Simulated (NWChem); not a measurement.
Molecule: TiNH2OCl; SMILES [NH]=[Ti]([OH])[Cl]

```xyz
6

Ti    -0.0559     0.3829    -0.0943
N     -1.5479     1.0586     0.0956
H     -2.4945     1.3971     0.2651
Cl     0.1662    -1.8563     0.0309
O      1.2914     1.5504     0.0886
H      1.3106     2.4925     0.2808
```
Atoms are numbered in this order, from 1.

Program: NWChem. Pople sets run with spherical d functions. All runs use the structure optimised with PBE0/def2-SVP. Vzz is the largest principal value of the second derivative of the potential at the nucleus (NWChem prints the opposite sign); η is the asymmetry. Non-relativistic.

| level | Vzz Ti1 (a.u.) | η Ti1 | Vzz N2 (a.u.) | η N2 | Vzz Cl4 (a.u.) | η Cl4 | Vzz O5 (a.u.) | η O5 |
|---|---|---|---|---|---|---|---|---|
| CAM-B3LYP/def2-SVP | 1.678 | 0.16 | -0.327 | 0.08 | -0.556 | 0.69 | 1.169 | 0.27 |
| CAM-B3LYP/6-31G* | 1.713 | 0.21 | -0.289 | 0.09 | -0.498 | 0.40 | 1.115 | 0.26 |
| PBE/6-31G* | 1.642 | 0.14 | -0.275 | 0.47 | -0.535 | 0.29 | 1.076 | 0.28 |
| PBE/cc-pVTZ | 1.882 | 0.11 | -0.275 | 0.07 | -0.564 | 0.32 | 1.051 | 0.34 |
